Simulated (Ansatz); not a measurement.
`[CH3][Sn-]1[O]C(C(F)(F)F)=CC(C(F)(F)F)=[O+]1` + `[OH][Ga]([F])[Cl]` → `FC(F)(F)C1=CC(C(F)(F)F)=[O+][Ga-]([F])([Cl])[O]1` + `[CH3][Sn][OH]`  (substitution at a C–O bond)

Program: Ansatz. Geometries: PBE0-D4/def2-TZVP. ΔE: electronic, gas phase. CCSD(T)/CBS adds triple-zeta CCSD(T) − MP2 to the extrapolated MP2 energy (def2 sets, frozen cores). DFT in def2-TZVPP. Elements past krypton have def2 core potentials. For Ga, Sn outer-core shells are correlated without core-valence functions, which leaves a few kJ/mol of doubt a bond. Scalar relativity is left out up to krypton. Each species was taken in one conformer, which may not be the lowest.

(1) Is it downhill or uphill in electronic energy at CCSD(T)/CBS, and by how much? (Estimate.)

(2) What do these levels give: revPBE-D4, r2SCAN-D4, ωB97X-V, B2PLYP, PBE-QIDH, r2SCAN0, BHLYP, MP2/def2-SVP, CCSD(T)/def2-SVP, SCS-MP2/def2-TZVPP, CCSD/def2-TZVPP, MP2/def2-QZVPP? (Estimate.)

Largest T1 diagnostic among the species: 0.016.

Results:

(1) Computed: Downhill: ΔE = -1.7 kcal/mol.

(2) Ansatz gave: revPBE-D4 -1.2, r2SCAN-D4 -2.7, ωB97X-V -2.5, B2PLYP -2.3, PBE-QIDH -3.2, r2SCAN0 -3.7, BHLYP -3.8, MP2/def2-SVP 0.3, CCSD(T)/def2-SVP -1.3, SCS-MP2/def2-TZVPP -2.4, CCSD/def2-TZVPP -4.0, MP2/def2-QZVPP -0.5 kcal/mol.

From PBE to PBE0 (25 % exact exchange), in def2-TZVPP and without D4, ΔE moves by −1.5 kcal/mol. Leaving LDA and LC-ωPBE aside and taking each functional with its dispersion term where it has one, the values, not all of them listed here, spread over 3.0 kcal/mol, from BHLYP-D4 to BLYP-D4. LDA lies −1.2 kcal/mol from PBE without D4. In def2-TZVPP, CCSD(T) changes the Hartree–Fock value by +2.5 kcal/mol (the triples alone add +0.5 kcal/mol) and MP2 by +4.3 kcal/mol.
